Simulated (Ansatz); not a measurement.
**Errors in the atomisation enthalpy at 298 K**

6 molecules holding an element past argon; the atomisation enthalpy at 298 K in kJ/mol, computed less measured. Shapes, held fixed at every level: PBE0-D4/def2-TZVP. Flexible molecules stand in one conformer, not always the lowest. Thermal terms are harmonic and unscaled (PBE0-D4/def2-TZVP); the spin-orbit lowering of the free atoms is taken from their spectra. Programs: Ansatz 0.2.0. Measured values: Active Thermochemical Tables, CRC Handbook of Chemistry and Physics.

Levels: A = HF/def2-SVP; B = MP2/def2-SVP; C = CCSD(T)/def2-TZVPP.

| molecule | from tabulated heats | A | B | C |
| --- | --- | --- | --- | --- |
| ICl (SMILES ClI) | 211 | -185 | -73 | -35 |
| CBr2ClF (SMILES FC(Cl)(Br)Br) | 1329 | -617 | -65 | -72 |
| CH2BrF (bromofluoromethane) | 1556 | -492 | -71 | -46 |
| GeH4 (germane) | 1153 | -280 | -76 | +16 |
| C2H2F3I (1,1,1-trifluoro-2-iodoethane) | 2859 | -906 | -53 | -82 |
| C2H4I2 (1,2-diiodoethane) | 2446 | -734 | -124 | -62 |

Problem. Which level does best on this set, which worst, and which err to one side?

Solution. 
```tsv
level	kind	mean error	mean absolute error	worst case
HF/def2-SVP	Hartree–Fock	-535.7	535.7	C2H2F3I
MP2/def2-SVP	perturbation theory	-77.0	77.0	C2H4I2
CCSD(T)/def2-TZVPP	coupled cluster or CI	-46.8	52.2	C2H2F3I
```

On this set CCSD(T)/def2-TZVPP has the smallest mean absolute error and HF/def2-SVP the largest. HF/def2-SVP is too low in 6 of 6; MP2/def2-SVP is too low in 6 of 6; CCSD(T)/def2-TZVPP is too low in 5 of 6. The heats of C2H2F3I come from older tables and can be uncertain by 10 kJ/mol or more. The molecules' own spin-orbit binding is left out, so errors for heavy halides read too negative. For HF/def2-SVP the error grows with the size of the molecule. Hartree–Fock lacks correlation and underbinds. Correlated wave functions converge slowly with the basis. For atoms past krypton def2 sets carry core potentials with scalar relativity. Relativity is left out for Br, Ge. Outer-core shells of Br, Ge, I are correlated in most correlated rows, in sets that cover them unevenly. The set is small.
